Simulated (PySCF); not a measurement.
Compound: C6H6ClN2 (doublet state).
Structure used (GFN2-xTB), in Å, numbered top down from 1:
```
atom  x, y, z in Å
C1    -2.2340   -0.2823   -0.0532
C2    -0.7601   -0.6344   -0.2036
C3     0.1437    0.5359    0.1547
Cl4   -0.0894    1.8993   -1.0477
C5     1.5939    0.2378    0.0604
C6     2.4976    0.8624    0.9068
N7     3.2336    1.3771    1.6305
C8     2.0892   -0.6118   -0.9182
N9     2.4994   -1.3276   -1.7238
H10   -2.8477   -1.1433   -0.3027
H11   -2.4563    0.0142    0.9694
H12   -2.5015    0.5352   -0.7172
H13   -0.5108   -1.4632    0.4651
H14   -0.5520   -0.9537   -1.2269
H15   -0.1100    0.9624    1.1281
```

The hyperfine couplings belong to this conformer and change with its torsions.

Identity: `CC[C@H](Cl)[C](C#N)C#N` [radical].

Method used: UKS B3LYP, pcH-1 on C Cl H N, non-relativistic, mean-field spin-orbit, GIAO (PySCF 2.14.0). One conformer (not necessarily the lowest) at the GFN2-xTB geometry, without solvent, vibrations or thermal averaging. The geometry wasn't refined by DFT: couplings that depend on bond lengths, twists or pyramidal angles can differ widely from those at the functional's own minimum. The SCF solution wasn't tested for stability.

Principal values of hyperfine tensors in MHz (contact, dipolar and spin–orbit terms together), for some of the nuclei:

```
atom  isotope      A1      A2      A3
  C6      13C  -69.11  -53.07  -33.93
  C8      13C  -68.22  -52.43  -33.62
 Cl4     35Cl   -0.13    0.76   59.25
  C3      13C  -16.83  -14.46  -12.92
 H15       1H    4.21    5.40   13.60
  N7      14N   -7.94   -4.33   33.17
  N9      14N   -7.70   -4.18   32.24
  C2      13C    4.69    4.81    8.46
```

Question: Split each tensor into its isotropic and traceless parts, and turn a_iso into mT with g = 2.0037.

Answer: a_iso is a third of the trace, T = A − a_iso, and a(mT) = a(MHz)/(g × 13.996). The tensors hold a spin–orbit part: the run splits a_iso into a_FC + a_SO, and T includes its anisotropic share.

```tsv
atom	a_iso (MHz)	a_FC	a_SO	a_iso (mT)	T1	T2	T3
C6	-52.03	-52.06	0.03	-1.855	-17.08	-1.03	18.11
C8	-51.42	-51.45	0.03	-1.834	-16.80	-1.00	17.80
Cl4	19.96	19.11	0.85	0.712	-20.09	-19.20	39.29
C3	-14.73	-14.70	-0.03	-0.525	-2.10	0.28	1.82
H15	7.74	7.76	-0.02	0.276	-3.53	-2.34	5.87
N7	6.96	6.98	-0.01	0.248	-14.91	-11.29	26.20
N9	6.79	6.80	-0.01	0.242	-14.49	-10.97	25.45
C2	5.99	6.01	-0.02	0.214	-1.30	-1.18	2.47
```

Question: What spin density at the nucleus of N7 lies behind its contact coupling (g_N = 0.40376)?

Answer: a_FC = (2μ0/3) gₑ μB g_N μN ρ(0)/(2S·h) = 800.24 MHz × g_N × ρ(0)/(2S), with ρ in bohr⁻³. With a_FC = 6.98 MHz and 2S = 1, ρ(0) = 0.0216 bohr⁻³.

Question: C5 (13C, g_N = 1.40482) isn't in the table. Its spin density at the nucleus is 0.05658 bohr⁻³. What is its contact coupling?

Answer: By the same relation, a_FC = 63.6 MHz. The spin–orbit term adds -0.06 MHz. Its full tensor has the principal values 4.74, 5.06, 180.83 MHz.

Question: Which nucleus of the table has the largest anisotropic coupling, and what is its form?

Answer: Cl4: -20.1, -19.2, 39.3 MHz (the dipolar term alone has -20.9, -19.3, 40.2), nearly axial, close to the ratio −1:−1:+2.

Question: What first-order splitting does Cl4 cause when the field lies along A1, A2 or A3 of its tensor (g taken as isotropic, no quadrupole term)?

Answer: 4 lines (I = 3/2), spaced by |A_i|/(g × 13.996): 0.00, 0.03, 2.11 mT along the axes of A1, A2 and A3.

The run took 1.8 min wall (grids of density and orbitals included) on an Arm Neoverse V2 with one thread, shared host with 96 logical CPUs at a one-minute load of 35, and the process peaked at 0.98 GiB of memory.
